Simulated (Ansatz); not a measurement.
Mulliken charges of CH$_{4}$N$_{2}$Si (`N[SiH]1C=N1`) from ωB97M-V/def2-TZVPP in Ansatz (PBE0-D4/def2-TZVP geometry).

```json
{"atom": "N1", "x (Å)": "-0.590", "y (Å)": "1.334", "z (Å)": "-0.178", "charge (e)": "-0.372"}
{"atom": "Si2", "x (Å)": "0.480", "y (Å)": "0.074", "z (Å)": "0.189", "charge (e)": "0.412"}
{"atom": "C3", "x (Å)": "0.029", "y (Å)": "-1.629", "z (Å)": "0.246", "charge (e)": "-0.087"}
{"atom": "N4", "x (Å)": "0.671", "y (Å)": "-1.355", "z (Å)": "-0.840", "charge (e)": "-0.300"}
{"atom": "H5", "x (Å)": "-1.483", "y (Å)": "1.186", "z (Å)": "-0.617", "charge (e)": "0.128"}
{"atom": "H6", "x (Å)": "-0.277", "y (Å)": "2.287", "z (Å)": "-0.239", "charge (e)": "0.125"}
{"atom": "H7", "x (Å)": "1.668", "y (Å)": "0.636", "z (Å)": "0.854", "charge (e)": "-0.032"}
{"atom": "H8", "x (Å)": "-0.405", "y (Å)": "-2.591", "z (Å)": "0.530", "charge (e)": "0.126"}
```

**Question.** By hand: the dipole of these point charges (1 e Å = 4.8032 D).

**Answer.** Σ q r = (-0.115, 0.173, 0.305) e Å, of length 0.369 e Å = 1.77 D.

**Question.** How does the dipole of the full density compare? (Best estimate.)

**Answer.** Ansatz gave: (-0.280, 0.448, 0.206) e Å, 2.72 D; the point charges give 0.65 times that, at 34° from its direction.

Point charges leave out the atoms' own dipoles, such as those of lone pairs, and Mulliken's split depends on the basis, so the two needn't agree.
